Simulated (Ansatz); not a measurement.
The same path of a periodic cell of 13 atoms, PPd₁₂ (surface Pd(111), adsorbate P) was run twice with different band settings. Lost on the way: Pd12–P13. Made: Pd11–P13.

All numbers below come from DFT PBE, scalar-relativistic, plane waves, PAW in Ansatz. Settings: cutoff 420 eV, k mesh 4x4x1, gaussian smearing 0.15 eV, no spin polarisation.

Relaxed end points:

```xyz
13
Lattice="5.5013 0.0000 0.0000 2.7506 4.7643 0.0000 0.0000 0.0000 16.4918" Properties=species:S:1:pos:R:3
Pd 1.375 0.794 1.000
Pd 4.126 0.794 1.000
Pd 2.751 3.176 1.000
Pd 5.501 3.176 1.000
Pd -0.002 1.587 3.331
Pd 2.751 1.586 3.333
Pd 1.374 3.971 3.333
Pd 4.125 3.970 3.309
Pd -0.027 0.014 5.680
Pd 2.773 0.013 5.688
Pd 1.374 2.381 5.609
Pd 4.124 2.352 5.680
P 4.118 3.966 7.216
```

```xyz
13
Lattice="5.5013 0.0000 0.0000 2.7506 4.7643 0.0000 0.0000 0.0000 16.4918" Properties=species:S:1:pos:R:3
Pd 1.375 0.794 1.000
Pd 4.126 0.794 1.000
Pd 2.751 3.176 1.000
Pd 5.501 3.176 1.000
Pd -0.001 1.589 3.320
Pd 2.752 1.589 3.320
Pd 1.375 3.970 3.341
Pd 4.126 3.969 3.320
Pd -0.025 -0.015 5.688
Pd 2.776 -0.015 5.688
Pd 1.375 2.411 5.688
Pd 4.126 2.382 5.624
P 4.126 5.558 7.224
```

Common settings: climbing image yes; force threshold 0.05 eV/Å; end points relaxed; atoms held 1 to 4.

| run | movable images | spring | optimiser | start path | iteration limit |
| --- | --- | --- | --- | --- | --- |
| 1 | 5 | 2.0 to 10.0 eV/Å², energy-weighted | quadratic models (default) | straight line | 56 |
| 2 | 3 | 50.0 eV/Å² | fire | default | 50 |

What does each run give, and how far can it be trusted?

Run 1: converged after 5 iterations, highest image 0.267 eV above the first end. By the program's own check the climbing image is a first-order saddle point (lowest curvatures found: -1.54 and 0.15 eV/Å²).
Run 2: converged after 30 iterations, highest image 0.269 eV above the first end. The order of the stationary point at the top wasn't checked.
Limits of this set-up: coarse k mesh, thin slab, slab without dipole correction, odd electron count without spin.
